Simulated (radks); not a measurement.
Spherical jellium clusters: N electrons in a uniform positive sphere of charge N and radius rs N^(1/3), rs = 2.81 bohr. Calculated with a radial shooting solver with Libxc functionals: non-relativistic Kohn-Sham, exchange-only LDA, spin-polarised, spherical densities. Levels are named by radial order and angular momentum (1s, 1p, 1d, 2s, ...), and open shells are averaged over m.

N = 9, configuration 1s2 1p6 1d(up 1, down 0). This is the lowest configuration that the search found. Occupied and some empty levels:

level    occupation  eigenvalue (eV)  <r> (bohr)
1s up             1          -6.2004       3.927
1s down           1          -6.0499       3.812
1p up             3          -3.9257       4.982
1p down           3          -3.6397       4.892
1d up             1          -1.4631       6.244
2s up             0          -1.2398       7.033
1d down           0          -1.0940       6.214
2s down           0         -0.95981       7.032
2p up             0         -0.11420       12.91

Energy (eV): total -4.15130, kinetic 26.716, external -429.27, Hartree 204.92, exchange-correlation -32.772, background 226.26.

Electron density:

r (bohr)  n(r) (e/bohr^3)
0.466            0.007707
0.985            0.008496
1.50             0.009624
2.02              0.01078
2.54              0.01162
3.06              0.01186
3.58              0.01133
4.10              0.01003
4.62             0.008181
5.14             0.006125
5.66             0.004221
6.17             0.002717
6.69             0.001671
7.21             0.001000
7.73            0.0005891
8.25            0.0003440
8.77            0.0002004
9.29            0.0001169
9.81           0.00006837
10.3           0.00004005
